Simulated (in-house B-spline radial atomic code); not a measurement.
**KLI/ALDAx excitations of Kr8+**

Method: KLI/ALDAx. Computed with a B-spline radial code for spherical atoms: linear response of the closed shell [Ar] 3d10 with the adiabatic LDA exchange kernel on the exchange-only KLI potential; scalar-relativistic (spin-free one-electron X2C), finite nucleus, no spin-orbit coupling, no double excitations, S, P, D and F terms only. Only terms of natural parity with L up to 3 were computed.

Command:
```bash
python run_td.py task.json out
```
Settings (radii: box in bohr, nucleus in fm):
```
Z                        36
electrons                28
configuration            [Ar] 3d10
hamiltonian              x2c
method                   kli
box_radius               11.59
rms_radius               4.1884
intervals                101
```

Cost of the run: 2.1 s on 1 thread of Arm Neoverse N1 (shared host).

The lowest states, in the order of their Tamm-Dancoff energies; the method's threshold (minus the highest occupied level) is 235.71 eV. Labels give the largest channel, * marks a mixed state, and oscillator strengths are full-response dipole values. Semilocal kernels can invert the small singlet-triplet splittings of Rydberg terms. Energies in eV:

```
     state  full response  Tamm-Dancoff  oscillator strength
3d → 4s 3D          85.13         85.14                    -
3d → 4s 1D          86.10         86.11                    -
3d → 4p 3P         104.63        104.65                    -
3d → 4p 3F              ?             ?                    -
3d → 4p 1F         105.83        105.83                    -
3d → 4p 1P         107.23        107.33                0.561
3d → 4d 3S         134.21        134.26                    -
3d → 4d 3D         135.96        135.97                    -
3d → 4d 1D         137.12        137.14                    -
3d → 4d 1S         145.19        146.27                    -
3d → 5s 3D         156.65        156.65                    -
3d → 5s 1D         156.93        156.94                    -
3d → 4f 3P         162.06        162.07                    -
3d → 4f 3F              ?             ?                    -
3d → 4f 1F         162.99        163.00                    -
3d → 5p 3P         164.59        164.59                    -
```

Task: Where does 3d → 4p 3F lie?

Result: At 105.06 eV in full response, 105.07 eV in Tamm-Dancoff.

Task: Where does 3d → 4f 3F lie?

Result: At 162.58 eV in full response, 162.58 eV in Tamm-Dancoff.

Task: How large is the singlet-triplet splitting of 3d → 4s (D terms) in Tamm-Dancoff?

Result: 0.972 eV, from the unrounded values.

Task: What polarisabilities and dispersion coefficient does the method give?

Result: Dipole 0.2029 bohr³, quadrupole 0.133 bohr⁵, C6 0.2356 hartree·bohr⁶ for two such species.
